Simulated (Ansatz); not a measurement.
`[SiH3][SiH2]OBCl`, charge 0, multiplicity 1.

(1) Give a relaxed structure at PBE0-D4/def2-TZVP (the Gaussian-basis code of Ansatz). (Estimate.)

Results:

(1) Computed: 
Z-matrix (Å, degrees):
```
Si
Si 1 2.346
H 1 1.487 2 110.9
H 1 1.488 2 107.7 3 119.2
H 1 1.487 2 110.9 3 -121.6
O 2 1.669 1 112.2 3 60.9
H 2 1.485 1 111.0 3 -58.6
H 2 1.485 1 110.9 3 -179.7
B 6 1.336 2 132.4 1 -0.2
Cl 9 1.756 6 119.3 2 179.9
H 9 1.197 6 122.8 2 -0.1
```
Point group Cs.
This is one stationary point; other conformers may exist.
